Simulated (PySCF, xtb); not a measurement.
C₆H₈, SMILES C#CC1(C)CC1. Atoms are numbered in the order given.

```xyz
14

C      0.1657     2.4235     0.0000
C      0.0334     1.2207     0.0000
C     -0.1487    -0.2242     0.0000
C     -1.5967    -0.6863     0.0000
C      0.8767    -1.0483     0.7499
C      0.8767    -1.0483    -0.7499
H      0.2863     3.4924     0.0000
H     -2.1246    -0.3154     0.8924
H     -1.6476    -1.7862     0.0000
H     -2.1246    -0.3154    -0.8924
H      0.5077    -1.9372     1.2707
H      1.6764    -0.5120     1.2671
H      0.5077    -1.9372    -1.2707
H      1.6764    -0.5120    -1.2671
```

Coordinates come from a ωB97X-D3(BJ)/def2-SVP optimisation.

Computed with C-PCM-PBE0/def2-SVP (PySCF 2.14.0).

The values are the electrostatic part of the solvation free energy, E(continuum) − E(gas) at the gas-phase geometry, in a cavity of scaled van der Waals radii (PySCF's table); cavitation and dispersion terms are not included. In vacuum the orbital gap is 8.50 eV. The dipole moment in vacuum is 0.80 D.

```tsv
solvent	ε	ΔG(elec) (kcal/mol)	dipole (D)	gap (eV)
water	78.36	-3.5	1.18	8.50
methanol	32.61	-3.4	1.17	8.50
2-propanol	19.26	-3.3	1.16	8.50
```

For comparison, GFN2-xTB/ALPB(water) (xtb, at the GFN2-xTB geometry, all terms of that model) gives -1.0 kcal/mol.
